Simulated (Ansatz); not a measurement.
Input and output for closo-2-NB4 (H on N) (B₄NH₅).

```yaml
crystal:
  periodic: [false, false, false]
  atoms:
    - {symbol: N, position_ang: [0.093646, 0.500334, 0.607294]}
    - {symbol: B, position_ang: [0.593185, -0.919968, -0.180112]}
    - {symbol: B, position_ang: [0.738324, 0.716873, -0.769783]}
    - {symbol: B, position_ang: [-0.749987, -0.779500, 0.693368]}
    - {symbol: B, position_ang: [-0.746529, 0.100922, -0.814616]}
    - {symbol: H, position_ang: [0.215018, 1.146888, 1.391223]}
    - {symbol: H, position_ang: [1.620706, -1.530153, -0.177534]}
    - {symbol: H, position_ang: [1.623565, 1.461491, -1.056634]}
    - {symbol: H, position_ang: [-1.551257, -1.076205, 1.524210]}
    - {symbol: H, position_ang: [-1.836671, 0.379318, -1.217415]}
basis:
  gaussian: {orbitals: 6-31G}
hamiltonian: {xc: {name: wB97}}
scf: {omitted_lower_state_checks: [starts]}
```

```sh
$ ansatz run in.yaml --threads 4 --pin off --events-out ev --progress --plain --max-ram 3916MiB
```

It prints (some lines left out):

```
Functional definition: wB97
796 factors; integrals over basis functions are off by at most 2.1e-4 eV
333 factors; integrals over basis functions are off by at most 1.1e-5 eV
mean field evaluation 1: about -4270.4699 eV, gradient 2.2e1 eV
mean field evaluation 2: about -4271.4992 eV, gradient 1.5e1 eV
mean field evaluation 4: about -4272.0045 eV, gradient 8.7e-1 eV
mean field evaluation 8: about -4272.0011 eV, gradient 1.3e-2 eV
mean field -4272.00107072 eV, -156.9931436828 hartree, gradient 3.6e-5 eV, S^2 0.000000; 0 other end points of the search recorded, 0 dependent functions left out
reference -4272.00106366 eV, -156.9931434232 hartree; 16, 16 occupied and 39, 39 virtual orbitals, 796 factors
Total energy: -4272.00106366 eV, -156.9931434232 hartree
Checks for a lower state left out: starts
```

Hardware: 4 threads of Arm Neoverse V1 on a shared host. Wall time 1.2 s.
